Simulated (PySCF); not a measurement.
Stepwise substitution at one centre (Si C2H5-I). All species are isolated molecules in the gas phase. One relaxed conformer stands for each flexible species; it need not be the lowest. Strings in code marks are SMILES.

The four lowest singlet excitations (Tamm–Dancoff). Level of theory: B3LYP-D3(BJ)/def2-TZVP // B3LYP-D3(BJ)/def2-SVP run with PySCF. B3LYP has the VWN-RPA correlation part, as in Gaussian. Excitations are Tamm–Dancoff values on a coarser integration grid. The basis has no diffuse functions, so Rydberg states are missing or too high.

```tsv
state	energy (eV)	wavelength (nm)	oscillator strength
S1	3.54	350	0.000
S2	3.54	350	0.000
S3	3.54	350	0.000
S4	4.22	294	0.041
```

**Question.** Say which member gives these states.
(A) `CC[Si](I)(I)CC` (C–C–Si–I torsion -59°, I–Si–C–C torsion 59°)
(B) `CC[Si](I)(CC)CC`
(C) `I[Si](I)(I)I`
(D) `CC[Si](I)(I)I` (C–C–Si–I torsion 180°)

**Answer.** C, `I[Si](I)(I)I`
